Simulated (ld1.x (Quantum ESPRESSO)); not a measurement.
**Building the PAW potential for cerium (Ce) (LDA (PZ), scalar-relativistic).**

* Element: cerium (Ce)
* Generator: ld1.x (Quantum ESPRESSO) 7.5
* Type: PAW
* Functional: LDA (PZ)
* Relativity: scalar-relativistic
* Frozen core: [Kr] 4d10 4f1
* Valence charge: 11
* Reference configuration: 5s2 5p6 5d1 6s1.75 6p0 (charge +0.25)
* Partial waves: 5s (bound): rcut 0.55, rcutus 0.75 bohr; 6s (bound): rcut 0.55, rcutus 0.75 bohr; 5p (bound): rcut 2.50, rcutus 3.15 bohr; 6p (bound, empty): rcut 2.50, rcutus 3.15 bohr; 5d (bound): rcut 3.00, rcutus 3.65 bohr; 5d channel at 1.45 Ry: rcut 3.00, rcutus 3.65 bohr
* Local potential: all-electron potential smoothed inside 2.25 bohr (lloc = -1)
* Core correction: Bessel-smoothed model core inside 0.75 bohr
* Augmentation charge: BESSEL, radius 0.60 bohr

All-electron outer shells of the reference configuration (LDA (PZ), scalar-relativistic, ld1.x):

```
shell  level (eV)  outermost node (bohr)  outermost maximum (bohr)
   4d     -111.83                   0.31                      0.66
   5s      -42.12                   0.75                      1.37
   5p      -24.69                   0.81                      1.53
   4f       -7.00                      –                      0.71
   6s       -5.05                   1.81                      3.63
   5d       -4.49                   0.92                      2.18
   6p       -2.40                   2.15                      4.72
```

Does this generation succeed?

No. ld1.x (Quantum ESPRESSO) 7.5 stopped with "run_pseudo: Errors in PS-KS equation": the pseudo-atom solver did not find the valence states with the expected number of nodes, which is the usual sign of a ghost state. The 5s radius of 0.75 bohr lies inside the outermost node of the all-electron wave at 0.75 bohr. Before that it printed "Warning: n=1, l=0 expected 0 nodes, found 1".
